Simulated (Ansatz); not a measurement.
Reaction (ligand exchange at the Si–O bond): `C=C[Si](O)(O)O[SiH3]` + `O[SiH](O)S` → `O[SiH](O)S[SiH3]` + `C=C[Si](O)(O)O`

Calculated with Ansatz (gas phase, PBE0-D4/def2-TZVP geometries, no zero-point term in ΔE). CCSD(T)/CBS is the MP2 limit (def2-TZVPP, def2-QZVPP) plus CCSD(T) − MP2 in def2-TZVPP, frozen cores. Functionals use def2-TZVPP. B3LYP here is the variant with VWN-RPA as its local correlation; programs differ in this. Each species was taken in one conformer, which may not be the lowest.

| level | ΔE (kJ/mol) | difference from CCSD(T)/CBS |
| --- | --- | --- |
| PBE-D4 | 23.7 | -14.7 |
| r2SCAN-D4 | 33.6 | -4.8 |
| PBE0-D4 | 28.0 | -10.4 |
| B3LYP-D4 | 42.7 | 4.3 |
| ωB97X-V | 39.0 | 0.6 |
| ωB97M-V | 38.1 | -0.3 |
| B2PLYP | 43.3 | 4.9 |
| PBE | 24.6 | -13.8 |
| PBE0 | 28.5 | -9.9 |
| HF/def2-TZVPP | 59.6 | 21.2 |
| SCS-MP2/def2-TZVPP | 44.3 | 5.9 |
| CCSD/def2-TZVPP | 44.8 | 6.4 |
| HF/def2-QZVPP | 61.9 | 23.5 |
| MP2/def2-QZVPP | 36.8 | -1.6 |
| SCS-MP2/def2-QZVPP | 43.5 | 5.1 |
| CCSD/CBS(def2) | 42.2 | 3.8 |
| CCSD(T)/CBS | 38.4 | 0 |

Largest T1 diagnostic among the species: 0.012.

From PBE to PBE0 (25 % exact exchange), in def2-TZVPP and without D4, ΔE moves by +3.9 kJ/mol. In def2-TZVPP, CCSD(T) changes the Hartree–Fock value by −18.7 kJ/mol (the triples alone add −3.8 kJ/mol) and MP2 by −22.2 kJ/mol.
